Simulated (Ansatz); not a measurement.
```yaml
crystal:
  periodic: [false, false, false]
  atoms:
    - {symbol: N, position_ang: [-0.403117, 0.812700, -0.728937]}
    - {symbol: Si, position_ang: [0.489278, -0.463376, -1.020703]}
    - {symbol: N, position_ang: [0.306707, -0.737769, 0.960635]}
    - {symbol: Ge, position_ang: [-0.403908, 0.515283, 1.447609]}
    - {symbol: H, position_ang: [-0.633473, 1.652501, -1.295333]}
    - {symbol: H, position_ang: [1.649311, -0.490144, -1.893818]}
    - {symbol: H, position_ang: [-0.286387, -1.614818, -1.642260]}
    - {symbol: H, position_ang: [0.581696, -2.038937, 1.188436]}
    - {symbol: H, position_ang: [-1.804829, 0.626751, 1.701432]}
    - {symbol: H, position_ang: [0.018617, 1.653198, 1.614350]}
basis:
  gaussian: {orbitals: cc-pVDZ, final_grid: {core_spheres: 8, valence_spheres: 7, degree: 23}}
total_charge: 1
magnetization: {spin_polarized: true, initial_magnetization: 1}
hamiltonian: {xc: {name: HF}}
correlation: {active_space: {window: {electrons: 6, orbitals: 2}}}
output: {forces: true}
```

```sh
$ ansatz run in.yaml --threads 4 --pin off --events-out ev --progress --plain --max-ram 10444MiB
```

Q: How does Ansatz answer? (Best estimate.)

A: Computed: The program refused the input.
```
Error: invalid value for `correlation.active_space`: it starts from restricted Hartree–Fock orbitals; set hamiltonian.xc: hf without magnetization.spin_polarized
```
